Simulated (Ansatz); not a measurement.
```yaml
crystal:
  periodic: [true, true, true]
  atoms:
    - {symbol: C, position_ang: [1.151817, 0.917735, 0.788869]}
    - {symbol: N, position_ang: [-0.001401, -0.022169, 0.707983]}
    - {symbol: C, position_ang: [0.111841, -0.528631, 1.755987]}
    - {symbol: Al, position_ang: [-0.469602, -0.064150, -1.047555]}
    - {symbol: N, position_ang: [0.423368, 0.526020, -2.379323]}
    - {symbol: N, position_ang: [-1.942336, -0.725997, -1.284885]}
    - {symbol: H, position_ang: [1.470225, 1.567352, 0.044267]}
    - {symbol: H, position_ang: [2.329692, 0.532350, 1.532682]}
    - {symbol: H, position_ang: [1.319936, 1.835998, 1.955611]}
    - {symbol: H, position_ang: [-1.087971, -1.490203, 1.430247]}
    - {symbol: H, position_ang: [-0.529210, 0.041990, 2.641058]}
    - {symbol: H, position_ang: [0.644107, -1.261271, 2.135060]}
    - {symbol: H, position_ang: [0.104889, 0.497938, -3.325342]}
    - {symbol: H, position_ang: [1.641821, 0.762965, -2.279663]}
    - {symbol: H, position_ang: [-2.692902, -0.872000, -0.408586]}
    - {symbol: H, position_ang: [-2.223360, -0.810227, -2.094544]}
basis:
  gaussian: {orbitals: cc-pVTZ-DK, point_charges: [{charge: 2.00, position_ang: [5.583, -0.424, -0.426]}]}
hamiltonian: {xc: {name: PBEsol}}
accuracy: high
output: {forces: true}
```

```sh
$ ansatz run in.yaml --threads 4 --pin off --events-out ev --progress --plain --max-ram 11315MiB
```

Shortened log:

```
Error: YAML parse error: error: line 2 column 3: crystal: missing field `lattice` (a structure is typed as `lattice` and `atoms`, a molecule's as `atoms` in Å alone, or read from a run's directory, `checkpoint`)
 --> <input>:2:3
1 | crystal:
2 |   periodic: [true, true, true]
3 |   atoms:
4 |     - {symbol: C, position_ang: [1.151817, 0.917735, 0.788869]}
```

Something in this input is off. What?

The molecule is marked periodic without a cell. The input was rejected before any iteration.
